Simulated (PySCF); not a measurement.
# Computed records: CH₆BSi₂

Computed with PySCF 2.14.0. Calculation on a computer-drawn molecule: optimised geometry and harmonic frequencies of an isolated molecule of the commonest isotopes, restricted reference for singlets and unrestricted otherwise, frozen core in MP2.

```json
{"formula": "CH6BSi2", "start_structure": {"atoms_angstrom": [["B", 0.2781, 2.107, 3.0141], ["Si", 0.1588, 0.8132, 1.5851], ["C", -1.2816, 0.6583, 0.4033], ["Si", -1.6253, -0.4977, -0.9598], ["H", -0.0902, 1.8715, 4.0339], ["H", 0.7421, 3.124, 2.8525], ["H", 1.1389, -0.1639, 1.2929], ["H", -2.1265, 1.3303, 0.6033], ["H", -2.7083, -0.5235, -1.7026], ["H", -0.6521, -1.5499, -1.2588]]}, "given": {"charge": 1, "multiplicity": 1, "method": "HF", "basis": "cc-pV(D+d)Z", "drawn_bonds_atom": [1, 2, 3, 1, 1, 2, 3, 4, 4], "drawn_bonds_other_atom": [2, 3, 4, 5, 6, 7, 8, 9, 10], "drawn_bonds_order": [1, 1, 2, 1, 1, 1, 1, 1, 1]}, "results": {}}
```

Questions
1. What total energy does the calculation give for CH₆BSi₂?
2. Give the missing rotational constants for CH₆BSi₂.
3. Give the table of modes values for CH₆BSi₂.

Calculated values
1. -643.6004 hartree
2. 23.46, 1.781, 1.679 GHz
3. 
Modes:
```csv
frequency (cm⁻¹),reduced mass (dalton)
98.67,3.317
129.7,3.42
147.5,1.06
237.8,3.844
310.1,1.268
487.6,1.104
581.1,2.38
645.8,1.486
720.4,1.397
737.2,1.2
795.5,2.236
838.9,1.08
904.7,1.957
972.6,1.323
1018,1.442
1040,1.162
1223,1.2
1270,2.183
2377,1.042
2412,1.029
2442,1.058
2734,1.048
2847,1.13
3314,1.087
```

Further results for CH₆BSi₂:

| Property | Result |
| --- | --- |
| convergence status largest gradient component | 1.434e-05 hartree/bohr |

Optimised structure:
```xyz
10
CH6BSi2
B      0.2887     2.0889     2.9956
Si     0.0227     0.7649     1.4759
C     -1.3790     0.6839     0.4277
Si    -1.5375    -0.4761    -0.8531
H     -0.0801     1.7954     4.0894
H      0.8170     3.1319     2.7682
H      1.0852    -0.2197     1.2146
H     -2.1923     1.3894     0.5791
H     -2.7118    -0.5350    -1.7231
H     -0.4790    -1.4543    -1.1104
```
